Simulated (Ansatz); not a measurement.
Relaxation of H10O2Si3 (15 atoms, charge 0, multiplicity 1), to a largest force component of 0.03 eV/Å in at most 50 steps.

Level of theory: RKS PBE/6-31G* in Ansatz.

```xyz
15
Properties=species:S:1:pos:R:3
Si -0.862 0.026 -1.861
Si -0.322 -2.015 -1.053
H -1.220 -0.162 -3.307
H -2.097 0.512 -1.146
O 0.425 1.100 -1.825
H 0.464 -0.234 0.850
O 0.353 0.735 0.877
Si 0.703 1.450 2.376
H 0.127 -1.986 0.399
H 0.819 -2.649 -1.795
H -1.490 -2.962 -1.090
H 0.701 1.206 -0.882
H -0.259 2.574 2.589
H 0.553 0.427 3.463
H 2.106 1.978 2.406
```

**Question.** Where does it end, and by what steps?

**Answer.** The run converged. After 22 steps the energy has fallen by 0.155 eV; H13 moved furthest, 1.13 Å.

```tsv
step	energy less start (eV)	largest force component (eV/Å)	accepted
0	0.0000	1.173	yes
1	-0.1033	0.382	yes
2	-0.1156	0.264	yes
3	-0.1228	0.140	yes
4	-0.1284	0.212	yes
5	-0.1311	0.206	yes
6	-0.1338	0.159	yes
7	-0.1367	0.114	yes
8	-0.1384	0.123	yes
9	-0.1407	0.145	yes
10	-0.1435	0.122	yes
11	-0.1457	0.130	yes
12	-0.1460	0.215	yes
13	-0.1489	0.123	yes
14	-0.1495	0.085	yes
15	-0.1502	0.052	yes
16	-0.1515	0.033	yes
17	-0.1527	0.052	yes
18	-0.1534	0.073	yes
19	-0.1540	0.079	yes
20	-0.1542	0.084	yes
21	-0.1548	0.062	yes
22	-0.1552	0.026	yes
```

```xyz
15
Properties=species:S:1:pos:R:3
Si -1.087 -0.047 -2.008
Si -0.234 -2.105 -1.218
H -1.145 -0.087 -3.506
H -2.501 0.069 -1.490
O -0.107 1.243 -1.597
H 0.428 -0.240 1.143
O 0.411 0.739 1.105
Si 0.941 1.543 2.499
H -0.025 -2.051 0.282
H 1.104 -2.459 -1.804
H -1.176 -3.253 -1.461
H 0.129 1.245 -0.636
H 0.726 2.992 2.209
H 0.143 1.128 3.703
H 2.394 1.282 2.780
```

Whether the end is a true minimum wasn't checked by a vibrational analysis.

The run took 36 s on 2 threads of AMD EPYC 9R14 (Zen 4) (shared host), peak memory 0.18 GiB.
